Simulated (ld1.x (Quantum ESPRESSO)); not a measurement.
# u(r) = r·R(r): atom against pseudo-atom (Ca)

Columns: radius, all-electron u(r) and pseudo u(r) of the 3d shell (level -3.23 eV) of calcium in the configuration [Ar] 3d0 4s1 4p1; LDA (PZ), scalar-relativistic, TM scheme, ld1.x (Quantum ESPRESSO) 7.5.

```tsv
r (bohr)	all-electron	pseudo
0.168	0.0574	0.0183
0.335	0.2115	0.1225
0.503	0.3729	0.3112
0.670	0.4985	0.4978
0.838	0.5827	0.6124
1.005	0.6300	0.6530
1.172	0.6500	0.6575
1.340	0.6511	0.6517
1.508	0.6395	0.6395
1.675	0.6200	0.6200
1.842	0.5955	0.5955
2.010	0.5681	0.5681
2.178	0.5394	0.5394
2.345	0.5106	0.5106
2.512	0.4823	0.4823
2.680	0.4547	0.4547
2.848	0.4281	0.4281
3.015	0.4029	0.4029
3.182	0.3788	0.3788
3.350	0.3558	0.3558
3.518	0.3339	0.3339
3.685	0.3132	0.3132
3.852	0.2936	0.2936
4.020	0.2750	0.2750
4.188	0.2573	0.2573
4.355	0.2407	0.2407
```

Q: How many radial nodes do the two functions have?

A: The all-electron 3d function has n − l − 1 = 0; the pseudo-wave has 0.

Q: At about which radius was the pseudo-wave matched?

A: 1.55 bohr, where the columns begin to agree (steps of 0.17 bohr).

Q: Is the pseudo-wave norm-conserving?

A: Yes: the TM scheme keeps the norm inside the radius equal to the all-electron one, which fixes the energy derivative of the logarithmic derivative at the level.
